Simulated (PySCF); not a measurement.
Gas-phase reaction: SnS + SF2 ⇌ SnF2 + S2

Energies from PySCF, thermal terms from the rigid-rotor harmonic-oscillator model, ideal gas at 1 bar. † marks an energy on the PBE0/def2-TZVP geometry and frequencies; other levels use their own. MP2 and CCSD(T) freeze the core. Open shells (unrestricted): S2 (multiplicity 3); the rest are closed-shell singlets. B3LYP is the form with VWN-RPA correlation. Sn: scalar-relativistic def2 core potential, no spin-orbit coupling. MP2 isn't extrapolated to the basis-set limit; its ΔH°(298 K) is -247.2 kJ in def2-SVP and -220.7 kJ in def2-TZVPP. CCSD(T) isn't extrapolated to the basis-set limit; its ΔH°(298 K) is -230.1 kJ in def2-SVP and -215.8 kJ in def2-TZVPP. The harmonic model lacks anharmonicity and excited electronic states, which grow with temperature; levels with a mode under 35 cm⁻¹ are left out. Warning, large T1 diagnostic: SnS (CCSD(T)/def2-TZVPP†).

```tsv
level	ΔE electronic, kJ	ΔH°(298 K), kJ	ΔS°(298 K), J/K	ΔG°(1000 K), kJ
B3LYP/def2-TZVP†	-230	-231	9	-241
CCSD(T)/def2-TZVPP†	-214	-216	9	-226
MP2/def2-SVP†	-245	-247	9	-257
MP2/def2-TZVPP†	-219	-221	9	-231
PBE/def2-SVP	-216	-218	8	-227
PBE/def2-TZVP†	-219	-221	9	-231
PBE0/def2-TZVP	-223	-225	9	-235
r2SCAN/def2-TZVP†	-243	-245	9	-255
ωB97X-V/def2-TZVP†	-228	-230	9	-240
```
ΔH° is lowest at MP2/def2-SVP† and highest at CCSD(T)/def2-TZVPP†. No reference value is set beside these.
